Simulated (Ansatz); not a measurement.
The same ligand exchange along the group B, Al, Ga, In.

Gas-phase electronic energies from Ansatz, PBE0-D4/def2-TZVP geometries. CCSD(T)/CBS is the MP2 limit (def2-TZVPP, def2-QZVPP) plus CCSD(T) − MP2 in def2-TZVPP, frozen cores. This one scheme is used for every species. DFT in def2-TZVPP. B3LYP here is the variant with VWN-RPA as its local correlation; programs differ in this. Elements past krypton have def2 core potentials. For Ga, In outer-core shells are correlated without core-valence functions, which leaves a few kJ/mol of doubt a bond. Scalar relativity is left out up to krypton. Each species was taken in one conformer, which may not be the lowest.

```csv
reaction,PBE0-D4 (eV),B3LYP-D4 (eV),ωB97M-V (eV)
`OB(O)O` + H₂S → `OB(O)S` + H₂O,0.70,0.76,0.77
`[OH][Al]([OH])[OH]` + H₂S → `[OH][Al]([OH])[SH]` + H₂O,0.19,0.30,0.28
`[OH][Ga]([OH])[OH]` + H₂S → `[OH][Ga]([OH])[SH]` + H₂O,-0.43,-0.35,-0.35
`[OH][In]([OH])[OH]` + H₂S → `[OH][In]([OH])[SH]` + H₂O,-0.77,-0.69,-0.70
```

Question: Give the CCSD(T)/CBS values in the same order. (An estimate is asked.)

Answer: Computed: 0.71, 0.25, -0.37, -0.70 eV.

Largest T1 diagnostic: 0.017, for `[OH][In]([OH])[OH]`.
